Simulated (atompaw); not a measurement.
## thallium (Tl): one change to a PAW (atompaw) potential, before and after

atompaw 4.2.0.5 input, output lines left out:

```
Tl 81
GGA-PBE scalarrelativistic loggrid 2001 logderivrange -12 5 426
6 6 5 4 0 0
6 0 1
6 1 2
0 0 0
c
c
c
c
v
v
c
c
c
v
v
c
c
v
c
2
2.15 1.80 1.50 1.15
n
n
y
2.65
n
modrrkj vanderbiltortho sinc
3 0.5 troulliermartins
1.10
1.40
1.85
2.15
2.15
2.15
```

All-electron outer shells of the reference configuration (PBE, scalar-relativistic, ld1.x):

| shell | level (eV) | outermost node (bohr) | outermost maximum (bohr) |
| --- | --- | --- | --- |
| 4d | -376.96 | 0.19 | 0.39 |
| 5s | -132.95 | 0.46 | 0.80 |
| 4f | -115.97 | – | 0.36 |
| 5p | -78.05 | 0.50 | 0.91 |
| 5d | -17.32 | 0.53 | 1.11 |
| 6s | -10.79 | 1.04 | 2.05 |
| 6p | -3.17 | 1.22 | 2.84 |

Change: non-relativistic.

Cutoffs: the cutoffs (Ry, on a coarse ladder) from which the occupation-weighted sum of valence levels, in a spherical-Bessel basis at the reference potential, stays within 10 and 1 mRy of its value at 400 Ry; they do not see the model core or the augmentation charge, which bear on the density cutoff.

Question: What does the change do?

Answer: The potential gets harder (40 Ry and 80 Ry → 45 Ry and 90 Ry); neither file shows a bound ghost.

| quantity | base | changed |
| --- | --- | --- |
| cutoff, loose | 40 Ry | 45 Ry |
| cutoff, tight | 80 Ry | 90 Ry |
| loose cutoff by channel (10 mRy a level) | s 25 Ry, p 21 Ry, d 18 Ry | s 40 Ry, p 18 Ry, d 18 Ry |
| bound ghosts | none | none |
| s: phases at 2.16 bohr within 0.05 rad from the reference energy up to (Ry; the scan ends near 5) | to the end of the scan | to the end of the scan |
| p: phases at 2.16 bohr within 0.05 rad from the reference energy up to (Ry; the scan ends near 5) | 0.1 | to the end of the scan |
| d: phases at 2.16 bohr within 0.05 rad from the reference energy up to (Ry; the scan ends near 5) | 1.7 | n/a |
| lowest overlap eigenvalue by channel | s 0.35, p 1.00, d 1.00 | s 0.18, p 0.97, d 1.00 |

 The cutoffs see the waves, projectors and local potential, not the compensation charge or the core.
